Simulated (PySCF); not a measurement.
# Hartree-Fock beside MP2: GeH4NO anion

All numbers below are calculated, not measured. They come from PySCF 2.14.0, an open-source quantum chemistry program, on an isolated molecule that a program drew, which may never have been made. The molecule is GeH4NO anion (charge -1, singlet), drawn as the SMILES string `[NH2][GeH-][OH]`.

The geometry was optimised and harmonic frequencies were computed with HF and MP2, all in the aug-cc-pVDZ basis, for the commonest isotopes, with a restricted reference for singlets and an unrestricted one otherwise, and a frozen core in MP2. Germanium has the aug-cc-pVDZ-PP basis, with a core potential (ECP10MDF) in place of its 10 inner electrons, and its 3s, 3p and 3d shells are frozen in MP2. Each result is a local minimum of its method.

Geometry at the HF minimum:
```xyz
7
GeH4NO anion, angstrom
N     0.5360    0.2430   -1.6389
Ge    0.7866    2.0162   -0.8212
O    -0.4571    1.7772    0.5684
H     0.2216    0.2948   -2.5921
H     1.3860   -0.2924   -1.6438
H    -0.2198    2.7405   -1.8863
H    -1.0930    1.1370    0.2921
```

Lengths of the bonds as drawn, in Å (atoms numbered as above):
```
bond,HF,MP2
N1-Ge2,1.969,2.006
Ge2-O3,1.880,1.931
N1-H4,1.005,1.025
N1-H5,1.005,1.024
Ge2-H6,1.635,1.641
O3-H7,0.944,0.972
```

Rotational constants, in GHz:
```
constant,HF,MP2
A,11.54,10.79
B,6.719,6.619
C,4.557,4.395
```

Harmonic frequencies in cm^-1, each column in rising order, so a row needn't be the same motion in every method:
| rank | HF | MP2 |
|---|---|---|
| 1 | 171 | 161 |
| 2 | 193 | 200 |
| 3 | 343 | 343 |
| 4 | 512 | 474 |
| 5 | 560 | 517 |
| 6 | 613 | 576 |
| 7 | 678 | 627 |
| 8 | 770 | 704 |
| 9 | 930 | 873 |
| 10 | 962 | 899 |
| 11 | 1668 | ? |
| 12 | 1690 | 1669 |
| 13 | 3698 | 3464 |
| 14 | 3782 | 3575 |
| 15 | 4157 | 3766 |

**Estimate the missing MP2 frequency from the HF column.**

A single factor s that minimises the squared misfit of MP2 against s times HF over the other rows is sum(HF x MP2) / sum(HF^2) = 0.9314, with an rms misfit of 42 cm^-1. For rank 11 it gives 0.9314 x 1668 = 1554 cm^-1. The calculation gives 1525 cm^-1, 29 cm^-1 below the estimate. The drawn bonds are on average 2.0 % longer in MP2 than in HF.
